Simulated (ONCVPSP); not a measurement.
## Which setting gave this result? (silicon (Si), ONCV)

Base potential:

```json
{
  "Element": "silicon (Si)",
  "Generator": "ONCVPSP 4.0.1",
  "Type": "optimised norm-conserving Vanderbilt (ONCV)",
  "Functional": "PBEsol",
  "Relativity": "scalar-relativistic",
  "Frozen core": "[Ne]",
  "Valence charge": "4",
  "Reference configuration": "3s2 3p1.5 (charge +0.5)",
  "Partial waves": "3s: rc 1.95 bohr, ncon 3, nbas 7, qcut 3 1/bohr, 1 projector; 3p: rc 1.80 bohr, ncon 4, nbas 7, qcut 4.4 1/bohr, 3 projectors, debl 3.6 Ha; d scattering state at 0.25 Ha: rc 1.85 bohr, ncon 4, nbas 8, qcut 5.9 1/bohr, 2 projectors, debl 3.1 Ha",
  "Local potential": "polynomial inside 1.55 bohr (lpopt 5, dvloc0 0 Ha)",
  "Core correction": "Teter function, fcfact 4.75, rcfact 1.2"
}
```

Cutoffs, loose and tight: the cutoffs (Ha) at which the residual kinetic energy of the hardest occupied pseudo-wave falls to 1 and 0.1 mHa per electron. They do not see the model core or the augmentation charge, which bear on the density cutoff. Test errors are all-electron minus pseudo excitation energies from the reference, over the configurations 3s2 3p2; 3s2 3p1; 3s2 3p0; 3s1 3p0; variants that change the core or the reference have their own tests.

Only the scale of all radii but the core radius (base = 1) is moved:

```tsv
scale of all radii but the core radius (base = 1)	cutoff, loose	cutoff, tight	bound ghosts	largest test error (meV)
0.76	61 Ha	77 Ha	p	+60
0.83	27 Ha	59 Ha	p	+99
0.88	24 Ha	49 Ha	none	3 of 4 tests not solved or not reliable
0.97	16 Ha	40 Ha	none	+59
1.03	10 Ha	35 Ha	none	+63
1.1	6.1 Ha	30 Ha	none	+63
1.15	4.8 Ha	26 Ha	none	+60
1.22	4.0 Ha	21 Ha	none	+55
1.33	3.4 Ha	7.1 Ha	none	+66
```

Q: One more run gave cutoff, loose: 3.7 Ha; cutoff, tight: 14 Ha; bound ghosts: none; largest test error (meV): +60. Which value of the scale of all radii but the core radius (base = 1) was used?

A: 1.28. The loose cutoff moves one way along this sweep, from 61 Ha at 0.76 to 3.4 Ha at 1.33, which places the run between 1.22 and 1.33.
